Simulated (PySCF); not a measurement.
# Computed structure and properties of Ho(OH)3

System: Ho(OH)3 (singlet in the valence; each metal's 4f electrons, 10 of them, lie in its core potential, out of spins and levels); start: template (C3v). Method: PySCF 2.14.0, RKS TPSS, Ho lcecp-1-SVP with ECP56, O def2-SVP, H def2-SVP; non-relativistic Hamiltonian with scalar-relativistic core potentials where named; density fitting; no spin-orbit coupling.

Input of the relaxation:

```python
mol = gto.M(atom='''
Ho     0.00000     0.00000    -0.00490
O      2.14279     0.00001    -0.00490
H      3.04278     0.00001     0.34510
O     -1.07140     1.85570    -0.00490
H     -1.52140     2.63511     0.34510
O     -1.07139    -1.85571    -0.00490
H     -1.52138    -2.63513     0.34510''',
    basis={'Ho': 'lcecp-1-SVP', 'O': 'def2-SVP', 'H': 'def2-SVP'},
    ecp={'Ho': 'lcecp-1-SVP'},
    charge=0, spin=0)
mf = dft.RKS(mol, xc='TPSS')
mf.grids.atom_grid = (50, 194)  # f atoms: unpruned, at least (60, 302)
mf = mf.density_fit()  # fitting sets: Ho AutoAux, O def2-universal-JKFIT, H def2-universal-JKFIT
mf.conv_tol = 1e-08; mf.max_cycle = 55
mf.kernel(dm0)  # dm0: converged density of the start geometry
# quasi-Newton relaxation in Cartesian coordinates to a largest gradient under 0.00045 Eh/bohr, steps kept in the point group
```

Run from Python with OMP_NUM_THREADS=2; the lines above give its settings. Where DIIS fails, smearing, a level shift and second-order steps follow.
It took 2 min on 2 threads of Arm Neoverse V1 (shared host), from the converged density of the start.

Course of the relaxation:

```csv
step,energy above end (eV),largest force component within the symmetry (eV/Å)
0,0.3819,1.768
1,0.1425,0.659
2,0.0597,0.436
3,0.0338,0.454
4,0.0244,0.107
5,0.0202,0.232
6,0.0148,0.385
7,0.0100,0.301
8,0.0043,0.073
9,0.0027,0.177
10,0.0008,0.065
11,0.0003,0.036
12,0.0001,0.033
13,0.0000,0.004
```

Relaxed geometry (C3v, nearly D3h):

```xyz
7

Ho    0.0000    0.0000    0.1126
O     2.0444    0.0000    0.1389
H     3.0089    0.0000    0.1621
O    -1.0222    1.7705    0.1389
H    -1.5045    2.6058    0.1621
O    -1.0222   -1.7705    0.1389
H    -1.5045   -2.6058    0.1621
```

| contact | Å |
| --- | --- |
| Ho1–O2 (OH) | 2.045 |
| Ho1–O4 (OH) | 2.045 |
| Ho1–O6 (OH) | 2.045 |

On the finer grid (75, 302):

| Quantity | Value |
| --- | --- |
| HOMO | -6.00 eV |
| LUMO | -1.77 eV |
| Dipole about the centre of mass | 0.08 D |
| Set of Mulliken populations of Ho1 outside the core potential | s 2.16, p 6.38, d 1.43, f 0.08 |
| D3(BJ) dispersion energy (not in the energies) | -0.112 eV |

| atom | Mulliken (e) | Löwdin (e) | spin (e) |
| --- | --- | --- | --- |
| Ho1 | 0.96 | 0.59 | 0.00 |
| O2 | -0.49 | -0.28 | 0.00 |
| H3 | 0.17 | 0.09 | 0.00 |
| O4 | -0.49 | -0.28 | 0.00 |
| H5 | 0.17 | 0.09 | 0.00 |
| O6 | -0.49 | -0.28 | 0.00 |
| H7 | 0.17 | 0.09 | 0.00 |

The 4f levels lie in the core potential and are missing. Their spin isn't counted.

No frequency check is given for this geometry.

Taking off one OH (charge -1, singlet; the rest: singlet) in vacuum, both parts rigid, costs 11.31 eV; the small basis without counterpoise inflates it. Most of it is the attraction of opposite charges; other ways to part are cheaper, and one spin state was tried for the rest.

Rigid scan of OH along the line from its metal:

distance to O2 (Å), energy (eV) and a bar:
```
     1.74      1.454 ##########
     1.84      0.553 ####
     1.94      0.119 #
     2.04      0.000 
     2.14      0.089 #
     2.24      0.310 ##
     2.44      0.961 ######
     2.74      2.073 ##############
     3.14      3.401 #######################
     3.64      4.525 ##############################
```

One start shape was tried, so this needn't be the lowest isomer.

An lcecp potential fixes the number of 4f electrons, so in runs with it no electron can move into or out of that shell.
